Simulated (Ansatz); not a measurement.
Computed with Ansatz on PBE0-D4/def2-TZVP structures; ΔE is electronic, products minus reactants. CCSD(T)/CBS is the MP2 limit (def2-TZVPP, def2-QZVPP) plus CCSD(T) − MP2 in def2-TZVPP, frozen cores. This one scheme is used for every species. DFT in def2-TZVPP. B3LYP here is the variant with VWN-RPA as its local correlation; programs differ in this. Each species was taken in one conformer, which may not be the lowest.

Consider the ligand exchange at the Si–C bond: `FCC([SiH3])Cl` + `NC(O)(O)F` → `OC(O)(F)N[SiH3]` + `FCCCl`.

CCSD(T)/CBS gives -12.9 kcal/mol.

(1) Another level gave -13.0 kcal/mol. Which?
A. SCS-MP2/def2-TZVPP
B. B3LYP-D4/def2-TZVPP
C. HF/def2-TZVPP
D. PBE/def2-TZVPP

Largest T1 diagnostic among the species: 0.011.

## Answers

(1) B. B3LYP-D4 -13.0, HF/def2-TZVPP -16.3, PBE -11.0, SCS-MP2/def2-TZVPP -14.0 kcal/mol.

In def2-TZVPP, CCSD(T) changes the Hartree–Fock value by +3.4 kcal/mol (the triples alone add +0.6 kcal/mol) and MP2 by +3.0 kcal/mol. From PBE to PBE0 (25 % exact exchange), in def2-TZVPP and without D4, ΔE moves by −1.0 kcal/mol.
